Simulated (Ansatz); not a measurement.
Start from `[BH2][GaH][O]CC` and change one atom or group to get `B[SiH2]OCC`.

Ansatz, PBE0-D4/def2-TZVP geometries, multiplicity 1. Each molecule was computed in one conformer, which needn't be the lowest.

Scalar relativity is left out up to krypton.

```
                                          property  `[BH2][GaH][O]CC`
size of the dipole moment (ωB97M-V/def2-TZVPP) / D               0.92
               LUMO energy (B3LYP/def2-TZVPP) / eV              -2.65
             LUMO energy (ωB97M-V/def2-TZVPP) / eV              -0.48
           HOMO–LUMO gap (ωB97M-V/def2-TZVPP) / eV               9.46
                LUMO energy (PBE0/def2-TZVPP) / eV              -2.44
             HOMO–LUMO gap (B3LYP/def2-TZVPP) / eV               4.80
```

Give the same properties after the change, and the shifts. (Best estimate.)

Computed: 
```tsv
property	`B[SiH2]OCC`	shift
size of the dipole moment (ωB97M-V/def2-TZVPP) / D	1.20	0.28
LUMO energy (B3LYP/def2-TZVPP) / eV	-2.61	0.04
LUMO energy (ωB97M-V/def2-TZVPP) / eV	-0.45	0.03
HOMO–LUMO gap (ωB97M-V/def2-TZVPP) / eV	9.43	-0.03
LUMO energy (PBE0/def2-TZVPP) / eV	-2.41	0.03
HOMO–LUMO gap (B3LYP/def2-TZVPP) / eV	4.81	0.01
```

Dipoles are sizes alone; their direction can turn.

B3LYP here is the variant with VWN-RPA as its local correlation; programs differ in this.
